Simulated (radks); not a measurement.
The numbers below are computed, except where a source is named.
Species: Rb20+. Configuration: [Ne] 3s2 3p5.

Level of theory: non-relativistic Kohn-Sham, LDA (Slater exchange, Perdew-Wang correlation), spin-unpolarised, spherical densities, point nucleus; relativity is left out, which matters for an element this heavy (a radial shooting solver on a logarithmic mesh with Libxc functionals).

Energy parts (hartree):
| part | energy |
|---|---|
| total | -2703.15330 |
| kinetic | 2701.79058 |
| electron-nucleus | -5921.91903 |
| Hartree | 586.51894 |
| exchange-correlation | -69.54379 |

Orbitals (lengths in bohr, moments of r in powers of bohr; r(90%) holds 90 % of the orbital's charge):
[
 {"orbital": "1s", "occ.": "2", "eigenvalue (hartree)": "-570.6432", "<r^2>": "0.002288", "r(90%)": "0.0736", "<r^4>": "0.00001328"},
 {"orbital": "2s", "occ.": "2", "eigenvalue (hartree)": "-100.5620", "<r^2>": "0.03839", "r(90%)": "0.278", "<r^4>": "0.002499"},
 {"orbital": "2p", "occ.": "6", "eigenvalue (hartree)": "-94.24796", "<r^2>": "0.02944", "r(90%)": "0.252", "<r^4>": "0.001698"},
 {"orbital": "3s", "occ.": "2", "eigenvalue (hartree)": "-34.63745", "<r^2>": "0.2402", "r(90%)": "0.668", "<r^4>": "0.08485"},
 {"orbital": "3p", "occ.": "5", "eigenvalue (hartree)": "-32.43768", "<r^2>": "0.2291", "r(90%)": "0.661", "<r^4>": "0.08021"}
]

The highest occupied level is 3p at -882.67 eV. Virial ratio -V/T = 2.00050. The electron density at the nucleus is 3.512e+04 e/bohr^3. For comparison, the ionisation energy in NIST's Atomic Spectra Database is 905 eV (semi-empirical). In exact Kohn-Sham theory the highest level is minus the ionisation energy, but local and semilocal functionals leave it too shallow, through self-interaction and a potential that decays too fast; potentials with the right tail come closer. The density falls to 0.001 e/bohr^3 at r = 1.22 bohr.

Beside tabulated values, note that spin-unpolarised runs miss the spin-polarisation part of the exchange energy of open shells.
